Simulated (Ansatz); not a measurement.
```yaml
crystal:
  periodic: [false, false, false]
  atoms:
    - {symbol: F, position_ang: [0.524809, -1.040549, 1.671904]}
    - {symbol: C, position_ang: [0.722390, -0.684602, 0.321539]}
    - {symbol: F, position_ang: [0.695616, -1.879809, -0.426867]}
    - {symbol: F, position_ang: [-0.724527, 0.994501, -0.348122]}
    - {symbol: Ge, position_ang: [-0.724527, 0.694501, -0.348122]}
    - {symbol: H, position_ang: [-0.598529, 2.002125, 0.577035]}
    - {symbol: H, position_ang: [-0.392182, 1.021915, -1.885661]}
    - {symbol: H, position_ang: [-2.160619, -0.008270, -0.188713]}
basis:
  gaussian: {orbitals: x2c-TZVPPall, final_grid: {core_spheres: 5, valence_spheres: 4, degree: 11}, point_charges: [{charge: -1.00, position_ang: [6.114, -0.220, 0.487]}]}
hamiltonian: {xc: {name: HSE06}}
```

```sh
$ ansatz run in.yaml --threads 4 --pin off --events-out ev --progress --plain --max-ram 10444MiB
```

Output, abridged:

```
Functional definition: HSE06
1247 factors; their error is unknown
88 factors; integrals over basis functions are off by at most 6.9e-7 eV
mean field evaluation 1: about -63830.9080 eV, gradient 9.1e1 eV
mean field evaluation 2: about -63757.9703 eV, gradient 1.8e2 eV
mean field evaluation 4: about -63836.1669 eV, gradient 4.4e1 eV
mean field evaluation 8: about -63842.7797 eV, gradient 2.3e0 eV
mean field evaluation 16: about -63843.3268 eV, gradient 1.1e-2 eV
a density is far from that of the atoms, so the factors are made again for it
1492 factors; integrals over basis functions are off by at most 1.1e-3 eV
88 factors; integrals over basis functions are off by at most 6.5e-7 eV
mean field evaluation 32: about -63843.3302 eV, gradient 1.2e-3 eV
mean field -63843.33023150 eV, -2346.1991114442 hartree, gradient 1.9e-5 eV, S^2 0.000000; 0 other end points of the search recorded, 0 dependent functions left out
reference -63843.33028135 eV, -2346.1991132759 hartree; 34, 34 occupied and 180, 180 virtual orbitals, 1492 factors
Total energy: -63843.33028135 eV, -2346.1991132759 hartree
Relativity: scalar
```

(1) Something in this input is off. What?

Answers

(1) One atom was put on top of another. The run converged. The result belongs to that input, not to the molecule as meant.

HSE06 is defined as in plane-wave codes.
